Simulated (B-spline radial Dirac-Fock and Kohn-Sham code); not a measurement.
Cross section and asymmetry of the 5p3/2 subshell of Dy³⁺

System: the Dy³⁺ ion, configuration [Xe] 4f8 5d1 (not the ground configuration). The computed 5p3/2 threshold is 61.37 eV; without correlation, outer thresholds are uncertain by 1 to 2 eV. With an open shell the threshold is an average over the terms of the final ion.

Input of the calculation (task.json; shells as n, l, electrons):

```json
{"items": [{
  "Z": 66,
  "q": 3,
  "cfg": [[1, 0, 2], [2, 0, 2], [2, 1, 6], [3, 0, 2], [3, 1, 6], [3, 2, 10], [4, 0, 2], [4, 1, 6], [4, 2, 10], [4, 3, 8], [5, 0, 2], [5, 1, 6], [5, 2, 1]],
  "A": 164,
  "rrms": 5.2218,
  "do": ["binding", "quiet", "photo", "scan"],
  "hv": [60, 81.1, 150, 300, 400, 1010.0, 1350.0, 2000, 2240.0, 6000, 6650.0, 17479.3, 26400.0, 80000, 89400.0, 98900.0]
}]}
```

Launch: `python xray_run.py task.json out`

The computed values come from an atomic code on a B-spline grid: independent-particle photoionisation in a Dirac-Hartree-Slater potential with a Latter tail, all multipoles, thresholds from Dirac-Fock ΔSCF. Interchannel coupling and autoionising resonances are not included, so magnitudes near threshold are approximate.

Q: How do σ and β run from threshold to 400 eV kinetic energy?

A: The cross section shows no minimum in this range. It is largest at the lowest energy, 1.01 Mb. β ranges from -0.23 (at 53.5 eV) to 1.49.

```tsv
kinetic energy (eV)	σ (Mb)	β
1.5	1.01	1.49
2.3	0.967	1.44
3.7	0.904	1.36
5.7	0.817	1.24
9.0	0.705	1.05
14.0	0.582	0.79
21.9	0.437	0.39
34.2	0.321	0.02
53.5	0.235	-0.23
83.7	0.177	-0.13
130.9	0.133	0.26
204.6	0.0947	0.68
319.9	0.0628	1.06
```
